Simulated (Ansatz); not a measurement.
GeH₄SO, closed shell: a nudged elastic band.

Input (in.yaml):

```yaml
crystal:
  periodic: [false, false, false]
  atoms:
    - {symbol: Ge, position_ang: [-0.190078, 0.312561, 0.461720]}
    - {symbol: O, position_ang: [1.397145, 0.730680, -0.218261]}
    - {symbol: S, position_ang: [-1.235695, -1.160354, -0.827060]}
    - {symbol: H, position_ang: [-0.334682, -2.132990, -0.610476]}
    - {symbol: H, position_ang: [-1.123474, 1.533419, 0.498039]}
    - {symbol: H, position_ang: [0.144986, -0.258159, 1.841588]}
    - {symbol: H, position_ang: [1.341797, 0.974743, -1.145549]}
basis:
  gaussian: {orbitals: def2-SVP}
hamiltonian: {xc: pbe0, dispersion: d4}
neb:
  images: 5
  climbing: true
  max_iterations: 40
  initial_path: idpp
  final_atoms:
    - {symbol: Ge, position_ang: [-0.673473, 0.068371, 0.667458]}
    - {symbol: O, position_ang: [1.134988, -0.008112, -0.545614]}
    - {symbol: S, position_ang: [-1.626807, -1.510634, -0.238888]}
    - {symbol: H, position_ang: [0.828513, -0.791391, -1.038499]}
    - {symbol: H, position_ang: [-0.954967, 1.551492, 0.331736]}
    - {symbol: H, position_ang: [0.078133, -0.020733, 2.008679]}
    - {symbol: H, position_ang: [1.213611, 0.710908, -1.184870]}
```

Run by:

```bash
ansatz run in.yaml --threads 2 --pin off --events-out ev --progress --plain --max-ram 4352MiB
```

The run's output (Ansatz 0.2.0):

```
Functional definition: PBE0
  name "PBE0"
  cite "Adamo & Barone, J. Chem. Phys. 110, 6158 (1999) doi:10.1063/1.478522"
  cite "Perdew, Burke & Ernzerhof, Phys. Rev. Lett. 77, 3865 (1996) doi:10.1103/PhysRevLett.77.3865"
  parent pbe
  parameter a = 0.25
  parameter kappa = 0.804
  parameter beta = 0.06672455060314922
  exchange = (1 - a)*pbe_x(kappa = kappa, mu = beta*pi^2/3) + a*exact_x
  correlation = pbe_c(beta = beta)
867 factors; integrals over basis functions are off by at most 2.6e-4 eV
mean field evaluation 1: about -69437.6358 eV, gradient 4.9e1 eV
mean field evaluation 2: about -69427.1346 eV, gradient 8.8e1 eV
mean field evaluation 4: about -69441.6447 eV, gradient 3.2e0 eV
mean field evaluation 8: about -69441.6780 eV, gradient 2.7e-2 eV
mean field -69441.67803822 eV, -2551.9345986445 hartree, gradient 2.3e-5 eV, S^2 0.000000; 0 other end points of the search recorded, 0 dependent functions left out
the calculation of the forces begins
reference -69441.67806093 eV, -2551.9345994791 hartree; 30, 30 occupied and 54, 54 virtual orbitals, 867 factors
869 factors; integrals over basis functions are off by at most 8.6e-4 eV
mean field evaluation 16: about -69437.5559 eV, gradient 4.2e1 eV
mean field -69440.81851736 eV, -2551.9030118357 hartree, gradient 6.6e-5 eV, S^2 0.000000; 0 other end points of the search recorded, 0 dependent functions left out
the calculation of the forces begins
reference -69440.81853985 eV, -2551.9030126620 hartree; 30, 30 occupied and 54, 54 virtual orbitals, 869 factors
WARN: NEB end point (image 0): max|allowed force component| = 1.926e-1 eV/Å (the criterion of neb.relax_end_points is 1.000e-2). That is over neb.f_tol: it is no minimum, so the barrier can be far off. Relax it first
WARN: NEB end point (image 6): max|allowed force component| = 2.378e-1 eV/Å (the criterion of neb.relax_end_points is 1.000e-2). That is over neb.f_tol: it is no minimum, so the barrier can be far off. Relax it first
867 factors; integrals over basis functions are off by at most 2.5e-4 eV
mean field evaluation 32: about -69440.9774 eV, gradient 7.6e0 eV
mean field -69441.14539707 eV, -2551.9150244434 hartree, gradient 2.9e-5 eV, S^2 0.000000; 0 other end points of the search recorded, 0 dependent functions left out
the calculation of the forces begins
reference -69441.14541901 eV, -2551.9150252497 hartree; 30, 30 occupied and 54, 54 virtual orbitals, 867 factors
867 factors; integrals over basis functions are off by at most 2.7e-4 eV
mean field -69440.11139050 eV, -2551.8770254030 hartree, gradient 1.5e-5 eV, S^2 0.000000; 0 other end points of the search recorded, 0 dependent functions left out
the calculation of the forces begins
reference -69440.11141233 eV, -2551.8770262050 hartree; 30, 30 occupied and 54, 54 virtual orbitals, 867 factors
867 factors; integrals over basis functions are off by at most 4.5e-4 eV
mean field evaluation 64: about -69438.7204 eV, gradient 1.1e1 eV
mean field -69439.14898544 eV, -2551.8416576691 hartree, gradient 1.3e-5 eV, S^2 0.000000; 0 other end points of the search recorded, 0 dependent functions left out
the calculation of the forces begins
reference -69439.14900730 eV, -2551.8416584727 hartree; 30, 30 occupied and 54, 54 virtual orbitals, 867 factors
867 factors; integrals over basis functions are off by at most 6.1e-4 eV
mean field -69438.70352168 eV, -2551.8252871782 hartree, gradient 1.5e-5 eV, S^2 0.000000; 0 other end points of the search recorded, 0 dependent functions left out
the calculation of the forces begins
reference -69438.70354352 eV, -2551.8252879808 hartree; 30, 30 occupied and 54, 54 virtual orbitals, 867 factors
868 factors; integrals over basis functions are off by at most 1.2e-3 eV
mean field evaluation 96: about -69435.9084 eV, gradient 4.3e1 eV
mean field -69439.40713583 eV, -2551.8511445211 hartree, gradient 2.9e-5 eV, S^2 0.000000; 0 other end points of the search recorded, 0 dependent functions left out
the calculation of the forces begins
reference -69439.40715767 eV, -2551.8511453235 hartree; 30, 30 occupied and 54, 54 virtual orbitals, 868 factors
NEB iter   1: max|band force component| = 2.994e0 eV/Å  barrier→ = 2.9643 eV  barrier← = 2.1058 eV  Δτ_max = 0.2000 Å  (187 SCF iters)
NEB iter   2: max|band force component| = 2.944e0 eV/Å  barrier→ = 1.9558 eV  barrier← = 1.0972 eV  Δτ_max = 0.2000 Å  (147 SCF iters)
NEB iter   3: max|band force component| = 7.017e0 eV/Å  barrier→ = 1.5885 eV  barrier← = 0.7299 eV  Δτ_max = 0.1025 Å  (150 SCF iters)
NEB iter   4: max|band force component| = 1.462e0 eV/Å  barrier→ = 1.1327 eV  barrier← = 0.2742 eV  Δτ_max = 0.1962 Å  (144 SCF iters)
NEB iter   5: max|band force component| = 1.143e0 eV/Å  barrier→ = 1.0754 eV  barrier← = 0.2169 eV  CI = image 4  Δτ_max = 0.1239 Å  (139 SCF iters)
NEB iter   6: max|band force component| = 2.164e-1 eV/Å  barrier→ = 1.1940 eV  barrier← = 0.3355 eV  CI = image 4  Δτ_max = 0.0633 Å  (141 SCF iters)
NEB iter   7: max|band force component| = 1.928e-1 eV/Å  barrier→ = 1.1873 eV  barrier← = 0.3287 eV  CI = image 4  Δτ_max = 0.0487 Å  (136 SCF iters)
NEB iter   8: max|band force component| = 1.241e-1 eV/Å  barrier→ = 1.1852 eV  barrier← = 0.3267 eV  CI = image 4  Δτ_max = 0.0271 Å  (132 SCF iters)
NEB iter   9: max|band force component| = 7.118e-2 eV/Å  barrier→ = 1.1837 eV  barrier← = 0.3251 eV  CI = image 4  Δτ_max = 0.0164 Å  (139 SCF iters)
NEB iter  10: max|band force component| = 4.432e-2 eV/Å  barrier→ = 1.1829 eV  barrier← = 0.3243 eV  CI = image 4  Δτ_max = 0.0000 Å  (878 SCF iters)
Total energy: -69440.60521817 eV, -2551.8951732351 hartree
Atom 0 at    -0.495473     0.282554     0.580646 Å, force    -0.028764    -0.003677    -0.011929 eV/Å
Atom 1 at     1.092979    -0.298751    -0.378889 Å, force     0.014357     0.013802    -0.035778 eV/Å
Atom 2 at    -1.477106    -1.176373    -0.633564 Å, force     0.018115     0.012280     0.006708 eV/Å
Atom 3 at     0.195235    -0.975215    -0.885267 Å, force    -0.028979    -0.025764     0.014469 eV/Å
Atom 4 at    -0.599777     1.789539     0.268575 Å, force    -0.002093     0.002836     0.003337 eV/Å
Atom 5 at    -0.167661     0.037700     2.061197 Å, force     0.004894    -0.003599     0.007774 eV/Å
Atom 6 at     1.451803     0.340446    -1.012697 Å, force     0.022471     0.004121     0.015419 eV/Å
Dipole moment:     0.492056     0.584096     0.061588 e Å

[the SCF lines of later steps are left out]
```

The lines “mean field evaluation” count trial sets of orbitals through the whole run, from several starts and some on an approximate energy, so they need not fall steadily or lie above the final value.

The run took about 99 s on 2 CPU threads of an Intel Xeon Platinum 8488C (shared host).
